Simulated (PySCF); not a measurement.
# Spin states and ions at one geometry of [OsO3Cl]+

PySCF 2.14.0, RKS TPSS, Os def2-SVP with ECP60, O def2-SVP, Cl def2-SVP; non-relativistic Hamiltonian with scalar-relativistic core potentials where named; density fitting; no spin-orbit coupling; singlets restricted, open shells unrestricted. The geometry is relaxed for charge +1, singlet, vacuum:

```xyz
5

Os    0.0804   -0.0804    0.0804
O     1.0677    0.8836    1.0677
O    -0.8836   -1.0677    1.0677
O     1.0677   -1.0677   -0.8836
Cl   -1.1898    1.1898   -1.1898
```

Energies count from the relaxed state; an electron taken off or put on is at rest in vacuum. Charges and spins are Mulliken's.

**Question.** Order these states by energy, lowest first.
A. charge 0, doublet, vacuum
B. charge +2, doublet, vacuum
C. charge +1, triplet, vacuum
D. charge +1, singlet, vacuum

**Answer.** A (-8.69 eV), D (0.00 eV), C (3.01 eV), B (18.82 eV).

**Question.** How do charge and spin on the first atom follow?

**Answer.** 
```tsv
state	spin squared	charge on Os1 (e)	spin on Os1 (e)	dipole about the centre of mass (D)
charge +1, singlet, vacuum	0.00	1.31	0.00	1.95
charge +1, triplet, vacuum	2.02	1.23	0.37	1.81
charge +2, doublet, vacuum	0.79	1.42	-0.15	3.17
charge 0, doublet, vacuum	0.76	1.10	0.49	1.46
```

With an electron taken off (doublet) the charges change, summed by element, by Os +0.11 e, O +0.55 e, Cl +0.34 e. The vertical ionisation energy is 18.82 eV, against −ε(HOMO) = 15.60 eV of the relaxed state. The level lies 3.2 eV too high, as is usual for semilocal functionals and global hybrids, which keep a self-interaction error.

With an electron put on (doublet) the charges change, summed by element, by Os -0.21 e, O -0.53 e, Cl -0.25 e. The vertical electron affinity is 8.69 eV, against −ε(LUMO) = 12.09 eV of the relaxed state.

Open shells may have lower solutions than those found.

No frequency check is given that shows the relaxed geometry to be a minimum.
